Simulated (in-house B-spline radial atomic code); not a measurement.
## Sc: [Ar] 4s2 6s1 (an excited or competing configuration)

Level of theory: Dirac-Hartree-Fock, average of configuration, Fermi nucleus of rms radius 3.5459 fm; calculated with an all-electron radial atomic-structure program (B-spline basis).

Screening seen three ways: the hydrogenic charge with the same mean radius, Z_r = [3n² - l(l+1)]/(2<r>), the one with the same energy, Z_e = n√(-2ε), and Slater's rules. Values are occupation-weighted means over j.

```tsv
shell	electrons	ε (eV)	<r> (bohr)	Z_r	Z_e	Slater
1s	2	-4552.4	0.07298	20.55	18.29	20.70
2s	2	-536.46	0.3405	17.62	12.56	16.85
2p	6	-438.92	0.3061	16.33	11.36	16.85
3s	2	-81.648	1.057	12.77	7.35	9.75
3p	6	-53.356	1.145	10.91	5.94	9.75
4s	2	-11.556	3.26	7.36	3.69	3.85
6s	1	-1.1087	18.66	2.89	1.71	1.00
```

The least bound orbital is 6s1/2 at -1.109 eV, and it is also the most diffuse (<r> = 18.66 bohr).

Spin-orbit splittings of the orbital energies (j = l + 1/2 above j = l - 1/2 when positive): 2p 4.752 eV, 3p 0.5719 eV.

For the 1s electron the small component carries 0.565 % of the norm, the zero-frequency Breit interaction raises the level by 4.223 eV, self-energy by 1.975 eV, and vacuum polarisation lowers it by 0.1497 eV.
